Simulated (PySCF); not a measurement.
Se(OMe)(SeH) (CH₄OSe₂), SMILES CO[Se][SeH]. Geometry: PBE-D3(BJ)/def2-SVP. One conformer was computed; it need not be the lowest.

The numbers are results of PBE-D3(BJ)/def2-SVP (PySCF 2.14.0), not measurements.

Harmonic wavenumbers (cm⁻¹): 83, 147, 224, 274, 298, 360, 552, 696, 1029, 1123, 1135, 1388, 1394, 1425, 2281, 2914, 2992, 3046. Rotational constants (GHz): 4.678, 1.519, 1.206; symmetry number 1.

Question: Work out the zero-point energy and the ideal-gas rigid-rotor harmonic-oscillator thermochemistry at 298.15 K and 1 atm.

Answer: ZPE = ½ Σ hcν = ½ × 21360 cm⁻¹ = 30.53 kcal/mol. H − E(el) = 35.15 kcal/mol. Entropy in cal/(mol K): translation 41.63, rotation 28.02, vibration 13.69, total 83.34. G − E(el) = 10.30 kcal/mol. Cp = 21.72 cal/(mol K). Modes under 150 cm⁻¹ make the vibrational entropy uncertain.
